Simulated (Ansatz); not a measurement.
`[F][Ge][Cl]` + H₂ → `[Cl][GeH]` + H–F at 600 K and 1 bar (hydrogenolysis of a Ge–F bond).

Isolated molecules relaxed with PBE0-D4/def2-TZVP in Ansatz; ΔE leaves out vibrations. CBS: MP2 limit from def2 TZ/QZ plus the TZ coupled-cluster correction, frozen cores. This one scheme is used for every species. For Ge outer-core shells are correlated without core-valence functions, which leaves a few kJ/mol of doubt a bond. Scalar relativity is left out up to krypton.

```
      species  CCSD(T)/CBS energy (Eh)  H − E (kJ/mol)  S (J/(mol·K))
`[F][Ge][Cl]`              -2635.75718            36.5          326.6
           H₂                 -1.17544            43.9          150.8
  `[Cl][GeH]`              -2536.49422            43.2          296.6
          H–F               -100.39570            42.3          194.0
```

H − E and S are ideal-gas, rigid-rotor, harmonic terms from PBE0-D4/def2-TZVP. The MP2-based limit puts H₂ 0.8 mEh under its directly extrapolated value; such offsets cancel only in part. 1 Eh = 2625.50 kJ/mol, R = 8.31446 J/(mol·K).

Task: By hand: ΔE, ΔH, ΔS and ΔG.

Result: ΔE = (-2536.49422) + (-100.39570) − (-2635.75718) − (-1.17544) = 0.04270 Eh = 112.1 kJ/mol. Δ(H − E) = 43.2 + 42.3 − 36.5 − 43.9 = 5.1, so ΔH = 117.2 kJ/mol. ΔS = 296.6 + 194.0 − 326.6 − 150.8 = 13.2 J/(mol·K). ΔG = 117.2 − 600 × (13.2)/1000 = 109.3 kJ/mol.

Task: By hand: the equilibrium constant, and the temperature at which ΔG would vanish if ΔH and ΔS stayed fixed.

Result: log₁₀ K = −ΔG/(RT ln 10) = -9.5. ΔG = 0 at ΔH/ΔS = 8879 K, far beyond where these terms or the molecules hold.

The number of gas molecules stays the same, so ΔS is small and ΔH decides. A doubt of 5 kJ/mol in ΔE shifts log₁₀ K by 0.4 here. These are equilibria of isolated gas molecules and say nothing of rates. Largest T1 diagnostic: 0.014 (customary marks: 0.02 for closed shells, 0.045 for open ones).
